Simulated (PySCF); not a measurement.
**Static response to an electric field**

Compound: C₄H₆O₂S.
Numbering: `[CH2:1]=[CH:2][S:3](=[O:4])(=[O:5])[CH:6]=[CH2:7]` (hydrogens: H8, H9 on C1; H10 on C2; H11 on C6; H12, H13 on C7)

Geometry (GFN2-xTB, Å), atoms numbered from 1 in this order:
```
atom  x, y, z in Å
C1     2.370    0.490    0.026
C2     1.356   -0.345    0.048
S3    -0.010   -0.125   -1.103
O4    -0.347   -1.407   -1.659
O5     0.310    0.954   -1.998
C6    -1.350    0.409   -0.026
C7    -2.363   -0.394    0.205
H8     3.220    0.408    0.685
H9     2.368    1.298   -0.688
H10    1.248   -1.198    0.694
H11   -1.228    1.405    0.361
H12   -3.198   -0.128    0.835
H13   -2.380   -1.367   -0.260
```

Level: CAM-B3LYP/def2-SVPD (PySCF), static field, nuclei fixed, core orbitals frozen in the response. The polarisability tensor in these axes (au):

```
x   94.92 12.55 -2.13
y   12.55 66.62 -0.64
z   -2.13 -0.64 63.11
```

Problem. What are the eigenvalues, a third of the trace, and Δα (Δα² = ½Σ(αi − αj)² over the three pairs)?

Solution. Principal values 61.84, 63.00 and 99.82 au; mean 74.88 au = 11.10 Å³ = 12.35 × 10⁻⁴⁰ C²·m²/J; Δα = 37.41 au (50 % of the mean).

Problem. What is the dipole moment, and where does it point?

Solution. (0.06, 0.68, 4.82) D, 4.87 D in size, pointing from the negative to the positive side. Measured along this direction, the outermost atoms are O4 and O5 at the negative end and H8 and H12 at the positive end.

Problem. How large is μ²/3kT at 250 K beside α?

Solution. In Gaussian units μ²/3kT = 228.61 Å³ against 11.10 Å³, a ratio of 20.60; the Debye molar polarisation (4π/3)N_A(α + μ²/3kT) is 604.7 cm³/mol, leaving out the vibrational part.

Problem. What are the principal values of the traceless quadrupole moment, Θ = ½Σq(3rr − r²1), about the centre of nuclear charge?

Solution. -7.02, -6.66, 13.68 D·Å. The values depend on the origin, since the dipole doesn't vanish. The electronic extent ⟨r²⟩ about the same centre is 839 bohr², a root-mean-square distance of 1.95 Å for the 62 electrons.

Problem. What depolarisation ratio follows for Rayleigh scattering of linearly polarised light, taking the static tensor?

Solution. ρ = 3Δα²/(45ᾱ² + 4Δα²) = 4199.5/(252343 + 5599.4) = 0.0163.

Problem. Sum over states: ᾱ = Σ f/ω², ω in Eh. What share falls to these 8 lowest TDDFT singlets (eV, f)? 5.86, 0.0020; 6.45, 0.0886; 6.95, 0.0127; 7.01, 0.0011; 7.08, 0.4290; 7.47, 0.0014; 7.76, 0.0199; 7.83, 0.0110.

Solution. They add up to 8.57 au, 11.4 % of the 74.88 au; the largest single term is 6.34 au, from the state at 7.08 eV. Terms in order: 0.04, 1.58, 0.19, 0.02, 6.34, 0.02, 0.25, 0.13 au. Higher excitations give the rest. The strengths listed sum to 0.566.

Geometry: GFN2-xTB, one conformer, isolated molecule.

These values come from a run that also computed excited states. On one thread of an x86-64 server, on a shared host, this took 47 s.
